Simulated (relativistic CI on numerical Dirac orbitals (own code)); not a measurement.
## Crystal-field levels of Pd3+, 4d7

Calculated by Dirac-Coulomb-Breit CI, KLI orbitals optimised for each configuration, QED by a radiative potential, valence Slater integrals scaled by 0.65, one configuration in a parametric crystal field (own radial code).

Field parameters in Wybourne normalisation: Oh B⁴₀ = 21Dq, B⁴₄ = √(5/14) B⁴₀. The field is a parameter set, without covalency.

S is read from ⟨S²⟩ = S(S + 1).

Levels (cm⁻¹, degeneracy): 0 (4), 20497 (2), 21386 (4), 23152 (2), 23215 (4), 32084 (4), 33456 (4), 33542 (2), 33806 (2), 37322 (4), 38356 (2), 47471 (2).

(1) Which field gives this pattern?
A. Oh, 10Dq = 29900 cm⁻¹
B. Oh, 10Dq = 15550 cm⁻¹
C. Oh, 10Dq = 34700 cm⁻¹
D. Oh, 10Dq = 10750 cm⁻¹

Answers

(1) C. Oh, 10Dq = 34700 cm⁻¹, ground level with S = 0.51.
